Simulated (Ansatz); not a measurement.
The cluster W2F2⁺, relaxed as a doublet with UKS r2SCAN-D4/def2-TZVP in Ansatz, starting from the GFN2-xTB geometry. Force threshold 0.02 eV/Å.

In the def2 sets W takes a core potential; there is no spin–orbit coupling. The charge 1 doublet is spin-contaminated (final ⟨S²⟩ up to 1.52, 0.75 for a pure state). The structure comes from a short search, and lower isomers may exist.

Start:

```xyz
4

W    -0.8670    0.0583   -0.9790
W     0.8196    0.1160    0.9877
F     2.5596    0.4195    1.1455
F    -2.5122   -0.5938   -1.1541
```

| step | energy (eV) | largest force component (eV/Å) | SCF passes |
| --- | --- | --- | --- |
| 1 | -9077.0277 | 3.187 | 58 |
| 2 | -9078.5641 | 1.295 | 95 |
| 3 | -9079.0037 | 1.268 | 52 |
| 4 (rejected) | -9078.4494 | 8.167 | 57 |
| 5 | -9079.1842 | 1.001 | 49 |
| 6 | -9079.2585 | 0.478 | 50 |
| 7 | -9079.2615 | 0.207 | 47 |
| 8 (rejected) | -9079.2537 | 0.626 | 40 |
| 9 | -9079.2660 | 0.034 | 40 |
| 10 | -9079.2673 | 0.030 | 40 |
| 11 | -9079.2673 | 0.015 | 34 |
| 12 | -9079.2673 | 0.002 | 36 |

Force components are those of the run's own axes.

End:

Cartesian coordinates in Å:
```
W -0.445 0.114 -1.040
W 0.425 -0.110 0.994
F 2.172 0.472 0.822
F -2.151 -0.476 -0.777
```

By distances, no bond broke or formed. The bond that changes most is W1–W2, from 2.59 to 2.22 Å (atoms count from 1).

The force fell under the threshold at step 11, but the optimiser went on. No frequencies were taken in this run, so the end may be a saddle point.

It took 97 s on 4 threads of Intel Xeon on a shared host.
